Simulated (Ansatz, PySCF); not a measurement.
Ge(H)2(F)(OMe) (CH5FGeO), SMILES C[O][GeH2][F]. Atoms are numbered in the order given.

```xyz
9

Ge     0.5437     0.0348    -0.2593
F      0.8437     0.8261     1.2656
O     -0.8868    -0.9697    -0.0632
C     -2.1443    -0.3752     0.1816
H      1.7106    -0.9034    -0.5432
H      0.2731     1.1636    -1.2612
H     -2.1938     0.0721     1.1903
H     -2.3838     0.4123    -0.5589
H     -2.9169    -1.1564     0.1100
```
Charge 0, spin multiplicity 1.

Geometry optimised at ωB97X-D3(BJ)/def2-SVP. The structure was generated by enumeration, and PubChem lists no compound with its InChIKey, so it may never have been made. One conformer was computed; it need not be the lowest.

Two levels are set side by side: PBE-D3(BJ)/def2-SVP (Ansatz, a program for electronic structure) and ωB97X-D3(BJ)/def2-SVP (PySCF). Each level has its own optimised geometry; the coordinates shown are those of the second. Frequencies come from the Hessian of PySCF at each geometry. Differences are taken from unrounded values.

```csv
quantity,ωB97X-D3(BJ)
mean bond length (Å),1.411
bond Ge1–F2 (Å),1.744
bond Ge1–O3 (Å),1.759
bond O3–C4 (Å),1.412
bond Ge1–H5 (Å),1.524
bond Ge1–H6 (Å),1.533
bond C4–H7 (Å),1.105
bond C4–H8 (Å),1.107
bond C4–H9 (Å),1.101
highest harmonic wavenumber (cm⁻¹),3154
mean harmonic wavenumber (cm⁻¹),1278
zero-point energy (kcal/mol),38.36
```

Question: What does PBE-D3(BJ) give, and how far is it from ωB97X-D3(BJ)? (An estimate is asked for; the answer gives what the named calculation found.)

Answer: 
| quantity | PBE-D3(BJ) | PBE-D3(BJ) minus ωB97X-D3(BJ) |
|---|---|---|
| mean bond length (Å) | 1.424 | 0.014 |
| bond Ge1–F2 (Å) | 1.762 | 0.018 |
| bond Ge1–O3 (Å) | 1.783 | 0.024 |
| bond O3–C4 (Å) | 1.419 | 0.007 |
| bond Ge1–H5 (Å) | 1.540 | 0.016 |
| bond Ge1–H6 (Å) | 1.551 | 0.018 |
| bond C4–H7 (Å) | 1.113 | 0.009 |
| bond C4–H8 (Å) | 1.116 | 0.009 |
| bond C4–H9 (Å) | 1.110 | 0.009 |
| highest harmonic wavenumber (cm⁻¹) | 3038 | -116 |
| mean harmonic wavenumber (cm⁻¹) | 1217 | -60 |
| zero-point energy (kcal/mol) | 36.55 | -1.80 |

Exact exchange shortens and stiffens bonds; PBE has none. Differences between two approximate levels are no errors against the true value.
